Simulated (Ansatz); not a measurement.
Ideal-gas functions of CH4N2Se (`N=C(N)[SeH]`) at 500 K and 1 bar, from an Ansatz frequency run at PBE0-D4/def2-TZVP.

Molar mass 123.02 g/mol, point group C1 (symmetry number 1), electronic degeneracy 1, moments of inertia 48.348, 166.653, 213.522 u Å². Harmonic wavenumbers (cm⁻¹, unscaled): 189, 307, 361, 417, 499, 614, 627, 791, 806, 1102, 1137, 1323, 1617, 1743, 2458, 3583, 3585, 3711.

Use S(trans) = R[1.5 ln M + 2.5 ln T − 1.1517]; rotational temperatures θ = 24.2544 K / I; S(rot) = R[ln(√π/σ · √(T³/θAθBθC)) + 1.5]; for each mode x = 1.438777 ν̃/T, S = R[x/(eˣ − 1) − ln(1 − e⁻ˣ)] and H = RT x/(eˣ − 1); 1 cm⁻¹ = 0.0119627 kJ/mol; R = 8.31446 J/(mol·K).

**Question.** By hand: the entropy, in J/(mol·K).

**Answer.** Translation 179.6. Rotation: θ = 0.5017, 0.1455, 0.1136 K, giving 114.7. Vibration, mode by mode: 13.48, 9.61, 8.36, 7.28, 5.99, 4.59, 4.45, 3.07, 2.96, 1.51, 1.39, 0.91, 0.45, 0.33, 0.06, 0.00, 0.00, 0.00, in all 64.4. Electronic 0.0. Sum 358.7 J/(mol·K).

**Question.** By hand: H − E and G − E in kJ/mol, counted from the electronic energy.

**Answer.** Zero-point energy ½ × 24870 × 0.0119627 = 148.8; thermal vibration 19.0; translation, rotation and pV give 4 RT = 16.6. H − E = 184.4 kJ/mol, and G − E = 184.4 − 500 × 358.7/1000 = 5.1 kJ/mol.

Vibration gives 18 % of the entropy. The sum counts one conformer and one mirror image; others add a mixing term.
